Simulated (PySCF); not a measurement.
Bonds (- single, = double, # triple, : aromatic): C1:C2, C2:C3, C3:C4, C4:C5, C5:C6, C5-C7, C7-C8, C8-C9, C9-C10, C6:C1, C10-C4. C1 carries H11; C2 carries H12; C3 carries H13; C6 carries H14; C7 carries H15, H16; C8 carries H17, H18; C9 carries H19, H20; C10 carries H21, H22.

Computed data (PySCF): shieldings: GIAO PBE0/pcSseg-1, PBE0-D3(BJ)/def2-SVP structure. Relativity neglected, single conformer, one averaged value for each set of equivalent atoms, no solvent.

Referencing at the same level of theory: $^{13}$C, $^{1}$H against TMS.

```
          atoms   nucleus  count  Hirshfeld charge  δ (ppm)
H15/H16/H21/H22   $^{1}$H      4              0.04     2.70
         C7/C10  $^{13}$C      2             -0.07     32.0
          C3/C6  $^{13}$C      2             -0.06    134.7
          C8/C9  $^{13}$C      2             -0.07        ?
        H11/H12   $^{1}$H      2              0.05        ?
          C1/C2  $^{13}$C      2             -0.06    131.1
        H13/H14   $^{1}$H      2              0.05        ?
H17/H18/H19/H20   $^{1}$H      4              0.04     1.66
          C4/C5  $^{13}$C      2              0.00    141.4
```

Task: Estimate the values marked ?.

Result: 
- C8/C9: 25.7 ppm, sp3 CH2 in a ring; saturated and bonded to C and H only
- H11/H12: 7.21 ppm, hydrogen on an aromatic CH; it sits in the deshielding region of the aromatic ring current
- H13/H14: 7.15 ppm, hydrogen on an aromatic CH; aromatic region

Shifts are as computed. Against solution values, carbons near 30 ppm lie about +2 ppm off and those near 130 ppm about +5 ppm. Of 1211 compounds with measured shifts, 218 miss one by over three times the rms of a fit or turn the order of signals round; such compounds aren't used in these exercises.
